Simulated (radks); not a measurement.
Exchange energies: the exact (Fock) value of the Kohn-Sham orbitals and density-functional approximations, as 100 (|E| - |E exact|)/|E exact|, negative where the magnitude is too small. Species: Cr+ [Ar] 3d5; P4+ [Ne] 3s1. All-electron calculation, non-relativistic Kohn-Sham, PBE, spin-polarised, spherical densities, point nucleus. Program: a radial shooting solver on a logarithmic mesh with Libxc functionals. Every spin shell is full or empty, so the densities are truly spherical. Functionals are evaluated on that one density, not self-consistently.

\begin{tabular}{lrr}
functional & Cr+ & P4+ \\ \hline
exact (hartree) & -47.5466 & -21.2992 \\
LDA & -6.54 & -8.38 \\
revPBE & +0.01 & -0.12 \\
PW91 & +0.16 & -0.20 \\
PW86 & +0.49 & +0.50 \\
OPTX & +0.61 & 0.00 \\
G96 & +0.41 & +0.08 \\
r2SCAN & +0.14 & +0.04 \\
MVS & +0.05 & -0.23 \\
\end{tabular}
